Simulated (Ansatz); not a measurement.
H$_{8}$N$_{2}$SSi$_{2}$, singlet, at a GFN2-xTB geometry; CAM-B3LYP/def2-SVP (Ansatz, a quantum-chemistry and plane-wave program).

The Ansatz input:
Ansatz 0.2 input:
```yaml
crystal:
  periodic: [false, false, false]
  atoms:
    - {symbol: Si, position_ang: [-1.49564297, 0.88651974, -0.26095520]}
    - {symbol: N, position_ang: [-3.02990806, 0.13640718, -0.16540363]}
    - {symbol: S, position_ang: [-0.16427448, -0.69851552, 0.28839355]}
    - {symbol: Si, position_ang: [1.74226148, 0.17236972, -0.15092671]}
    - {symbol: N, position_ang: [2.83520298, -0.98827738, 0.46864272]}
    - {symbol: H, position_ang: [-1.24539623, 2.00609952, 0.64917750]}
    - {symbol: H, position_ang: [-1.26448270, 1.28983670, -1.64283642]}
    - {symbol: H, position_ang: [-3.86831826, 0.68572737, -0.23988329]}
    - {symbol: H, position_ang: [-3.15784475, -0.64501509, 0.45627797]}
    - {symbol: H, position_ang: [1.78859461, 0.42441520, -1.59271500]}
    - {symbol: H, position_ang: [1.91757576, 1.41505159, 0.59111372]}
    - {symbol: H, position_ang: [2.54920117, -1.95168696, 0.52783470]}
    - {symbol: H, position_ang: [3.81933873, -0.90954111, 0.28040681]}
basis:
  gaussian:
    orbitals: def2-SVP
hamiltonian:
  xc: cam_b3lyp
```

Problem. What does Ansatz print? Leave out banner, timings and long lists.

Solution. 
```
Functional definition: CAM-B3LYP
1190 factors; integrals over basis functions are off by at most 1.2e-3 eV
447 factors; integrals over basis functions are off by at most 6.7e-6 eV
mean field evaluation 1: about -29683.6060 eV, gradient 6.5e1 eV
mean field evaluation 2: about -29680.8695 eV, gradient 7.2e1 eV
mean field evaluation 4: about -29691.7096 eV, gradient 9.6e-1 eV
mean field evaluation 8: about -29691.8001 eV, gradient 6.0e-2 eV
mean field evaluation 16: about -29691.8001 eV, gradient 8.2e-6 eV
mean field -29691.80012823 eV, -1091.1535288876 hartree, gradient 8.2e-6 eV, S^2 0.000000; 0 other end points of the search recorded, 0 dependent functions left out
reference -29691.80028187 eV, -1091.1535345337 hartree; 33, 33 occupied and 89, 89 virtual orbitals, 1190 factors
Total energy: -29691.80028187 eV, -1091.1535345337 hartree
```
